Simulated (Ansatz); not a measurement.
`FC[SiH2]CI` and `FC[SiH2]CF` differ in one atom or group.

Ansatz, PBE0-D4/def2-TZVP geometries, multiplicity 1. Each molecule was computed in one conformer, which needn't be the lowest.

Elements past krypton have def2 core potentials.

```tsv
property	`FC[SiH2]CI`
LUMO energy (B3LYP/def2-TZVPP) / eV	-1.37
HOMO–LUMO gap (PBE0/def2-TZVPP) / eV	6.23
HOMO–LUMO gap (PBE/def2-TZVPP) / eV	4.19
HOMO–LUMO gap (B3LYP/def2-TZVPP) / eV	5.76
HOMO energy (PBE/def2-TZVPP) / eV	-6.23
size of the dipole moment (ωB97M-V/def2-TZVPP) / D	1.35
```

Q: What does the change do to each property? (Best estimate.)

A: Computed: 
```json
{"property": "LUMO energy (B3LYP/def2-TZVPP) / eV", "`FC[SiH2]CF`": "0.26", "shift": "1.63"}
{"property": "HOMO–LUMO gap (PBE0/def2-TZVPP) / eV", "`FC[SiH2]CF`": "9.10", "shift": "2.87"}
{"property": "HOMO–LUMO gap (PBE/def2-TZVPP) / eV", "`FC[SiH2]CF`": "6.75", "shift": "2.56"}
{"property": "HOMO–LUMO gap (B3LYP/def2-TZVPP) / eV", "`FC[SiH2]CF`": "8.63", "shift": "2.87"}
{"property": "HOMO energy (PBE/def2-TZVPP) / eV", "`FC[SiH2]CF`": "-7.06", "shift": "-0.83"}
{"property": "size of the dipole moment (ωB97M-V/def2-TZVPP) / D", "`FC[SiH2]CF`": "1.57", "shift": "0.22"}
```

With PBE0 the HOMO falls by 1.21 eV and the LUMO rises by 1.66 eV, so the gap widens by about 2.87 eV. PBE moves the HOMO by -0.83 eV and ωB97M-V by -1.36 eV. Dipoles are sizes alone; their direction can turn.

B3LYP here is the variant with VWN-RPA as its local correlation; programs differ in this.

Spin–orbit coupling is left out; it splits and shifts lone-pair levels of the heavy atoms by tenths of an eV.
